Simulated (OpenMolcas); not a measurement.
**Ionisation energies of copper**

```
Program             : OpenMolcas 26.06
Basis               : ANO-R2 [6s4p4d2f1g]
Scalar Hamiltonian  : X2C, finite nucleus
Spin-orbit coupling : state interaction with AMFI integrals over the reference wave functions, term energies averaged over their components
```

Active shells in each charge state: the valence d shell, with orbitals averaged over the low states. Where CASPT2's correlated closed shells are named, they are those of the first ion.

A. CASSCF
B. SS-CASPT2, IPEA 0.25 Eh, imaginary shift 0.1 Eh (closed shells correlated: 3s 3p)
C. SS-CASPT2, IPEA 0.25 Eh, imaginary shift 0.1 Eh (closed shells correlated: none)
D. SS-CASPT2, IPEA 0.25 Eh, imaginary shift 0.1 Eh (closed shells correlated: 2s 2p 3s 3p)
E. SS-CASPT2, IPEA 0 Eh, imaginary shift 0.1 Eh (closed shells correlated: 3s 3p)

Energies in eV between the lowest computed levels, named as in B; reference values from the NIST Atomic Spectra Database with their kind.

| From | To | A | B | C | D | E | Spin-orbit share in B | Reference |
| --- | --- | --- | --- | --- | --- | --- | --- | --- |
| Cu2+ 3d9 2D 5/2 | Cu3+ 3d8 3F4 | 34.089 | 37.088 | 36.756 | 37.100 | 37.037 | -0.066 | 36.841 (measured) |
| Cu3+ 3d8 3F4 | Cu4+ 3d7 4F 9/2 | 55.209 | 57.517 | 57.247 | 57.532 | 57.487 | -0.015 | 57.380 (semi-empirical) |
| Cu4+ 3d7 4F 9/2 | Cu5+ 3d6 5D4 | 78.675 | 80.517 | 80.287 | 80.532 | 80.511 | +0.050 | 79.800 (semi-empirical) |
| Cu5+ 3d6 5D4 | Cu6+ 3d5 6S 5/2 | 102.279 | 103.982 | 103.747 | 104.003 | 103.963 | +0.133 | 103.000 (semi-empirical) |
| Cu6+ 3d5 6S 5/2 | Cu7+ 3d4 5D0 | 138.573 | 139.456 | 139.342 | 139.475 | 139.491 | -0.236 | 139.000 (semi-empirical) |
| Cu7+ 3d4 5D0 | Cu8+ 3d3 4F 3/2 | 166.776 | 167.624 | 167.399 | 167.647 | 167.644 | -0.104 | 166.000 (theoretical) |

Error against the reference values, in %:

```tsv
From	Reference	A	B	C	D	E
Cu2+	measured	-7.5	+0.7	-0.2	+0.7	+0.5
Cu3+	semi-empirical	-3.8	+0.2	-0.2	+0.3	+0.2
Cu4+	semi-empirical	-1.4	+0.9	+0.6	+0.9	+0.9
Cu5+	semi-empirical	-0.7	+1.0	+0.7	+1.0	+0.9
Cu6+	semi-empirical	-0.3	+0.3	+0.2	+0.3	+0.4
Cu7+	theoretical	+0.5	+1.0	+0.8	+1.0	+1.0
```

Absolute error against the one measured value: A 2.75 eV, B 0.25 eV, C 0.08 eV, D 0.26 eV, E 0.20 eV. C lies closest.

The lowest level within the active space need not be the ion's true ground level.
